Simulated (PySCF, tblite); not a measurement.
Isomers of C4H11NO2Si, one GFN2-xTB conformer each. Single-point energies are computed at PBE0/pcSseg-1 (PySCF, gas phase, no added dispersion term), electronic only.

Question: Rank them by PBE0/pcSseg-1 energy, lowest first (kJ/mol).
A. `[CH3:1][C@@H:2]([OH:3])/[C:4]([CH2:5][OH:6])=[N:7]/[SiH3:8]` with C1–C2–O3–H 94°, C1–C2–C4–C5 71°, C2–C4–C5–O6 -108°, C4–C5–O6–H -56°
B. `[CH2:1]=[CH:2][CH2:3][O:4][Si@@:5]([CH3:6])([NH2:7])[OH:8]` with C1–C2–C3–O4 0°, C2–C3–O4–Si5 -171°, C3–O4–Si5–C6 -63°, O4–Si5–N7–H -55° and 169°, O4–Si5–O8–H -45°

Answer: B (0.0), A (320.7).

As drawn, the lower has an N–H bond, an Si–O bond and an Si–C bond, which the higher lacks; the higher has a C=N bond, which the lower lacks. GFN2-xTB itself gives, in the same order: 0.0, 169.2. Both levels put the same isomer lowest.

Q: Which frontier levels, dipoles and rotational constants go with these structures?

A: 
```csv
SMILES,"HOMO (eV, PBE0/pcSseg-1)",LUMO (eV),dipole (D),"A, B, C (MHz)"
C=CCO[Si@@](C)(N)O,-7.31,0.53,2.16,"2856, 932.4, 898.4"
C[C@@H](O)/C(CO)=N/[SiH3],-7.23,-1.04,1.90,"2071, 1247, 879.1"
```

Q: What happens when harmonic zero-point energies from GFN2-xTB frequencies are added?

A: 
```
                   SMILES  ZPE (kJ/mol)  electronic (kJ/mol)  with ZPE (kJ/mol)
       C=CCO[Si@@](C)(N)O         392.8                  0.0                0.0
C[C@@H](O)/C(CO)=N/[SiH3]         379.1                320.7              307.1
```

The zero-point energies span 13.7 kJ/mol. The order is unchanged.
